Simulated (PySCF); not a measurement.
C3H6F2Si, SMILES F/C=C\[SiH2]CF. Geometry optimised at PBE-D3(BJ)/def2-SVP. The structure was generated by enumeration; whether it is a known compound was not checked. The values are those of a single conformer.

Computed equilibrium geometry at PBE-D3(BJ)/def2-SVP (PySCF confirms it by a frequency run) as Cartesian coordinates in Å, and its point group (one conformer of several):
point group Cs.
```xyz
12

F      1.3945    -1.6285     0.0000
C      0.1548    -2.1643     0.0000
C     -0.9584    -1.4163     0.0000
Si    -1.0309     0.4617     0.0000
C      0.7129     1.2458     0.0000
F      0.5663     2.6350     0.0000
H      0.1982    -3.2677     0.0000
H     -1.9013    -1.9895     0.0000
H     -1.7802     0.9391     1.2147
H     -1.7802     0.9391    -1.2147
H      1.2967     0.9326    -0.8943
H      1.2967     0.9326     0.8943
```
